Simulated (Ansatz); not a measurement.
Cartesian coordinates (Å):
```xyz
13

C     -1.7252    -1.2043     0.4497
C     -1.0344    -0.3641    -0.3079
C      0.0009     0.5948     0.2202
Si     1.7552    -0.1317    -0.0762
C     -0.0856     1.9071    -0.3961
N     -0.1194     2.9339    -0.9159
H     -1.6133    -1.2270     1.5275
H     -2.4292    -1.9005     0.0146
H     -1.1685    -0.3606    -1.3842
H     -0.1092     0.7092     1.3025
H      2.7750     0.8498     0.3505
H      1.8543    -1.3671     0.7293
H      1.8993    -0.4394    -1.5140
```
Charge 0, multiplicity 1.

The numbers are results of Ansatz (a first-principles code) with frozen-core CCSD(T)/cc-pVTZ // B3LYP-D3(BJ)/def2-TZVP, not measurements.

```
Quantity                       Result
----------------------  -------------
HF energy               -498.98144 Ha
MP2 correlation energy    -0.95388 Ha
```

Task: Estimate the CCSD correlation energy, the (T) correction, the total energy and the T1 diagnostic.

Result: 
```yaml
CCSD correlation energy: -0.99730 Ha
"(T) correction": -0.04755 Ha
CCSD(T) total energy: -500.02629 Ha
T1 diagnostic: 0.012
```
